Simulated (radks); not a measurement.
Question: All-electron atom: Eu40+ in [Ar] 3d5. Method: Dirac Kohn-Sham, PBE, spin-unpolarised, spherical densities, point nucleus; open shells are shared between the two j in proportion to 2j + 1; computed with a radial shooting solver on a logarithmic mesh with Libxc functionals.

Spin-orbit splittings of the eigenvalues, e(l+1/2) - e(l-1/2), with zeta = 2 splitting/(2l+1) and mean radii in bohr:

| shell | occ. | splitting (eV) | zeta (eV) | <r> j=l-1/2 | <r> j=l+1/2 |
|---|---|---|---|---|---|
| 2p | 6 | 654.8 | 436.5 | 0.07861 | 0.08522 |
| 3p | 6 | 151.0 | 100.7 | 0.2256 | 0.2366 |
| 3d | 5 | ? | ? | 0.2064 | 0.2098 |
| 4p | 0 | 53.26 | 35.50 | 0.4559 | 0.4708 |

Estimate the 3d splitting.

Answer: 34.64 eV (zeta = 13.86 eV).
